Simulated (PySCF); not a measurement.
Be(Me)2 (C₂H₆Be), SMILES [CH3][Be][CH3]. Heavy atoms are numbered as in [Be:1]([CH3:2])[CH3:6]. Hydrogens are named by the atom that carries them.

Geometry: r2SCAN-D4/def2-TZVP. The isomer is the one that the SMILES or the coordinates give; other isomers of the formula were not compared.

The numbers are results of CAM-B3LYP/def2-TZVPD (PySCF), not measurements.

Mulliken values depend strongly on the basis, most of all with diffuse functions as here. Atomic charges (e), one atom of each kind:

| atom | Mulliken | IAO |
|---|---|---|
| Be1 | 0.24 | 1.38 |
| C2 (CH3) | -0.51 | -1.12 |
| H on C2 | 0.13 | 0.14 |
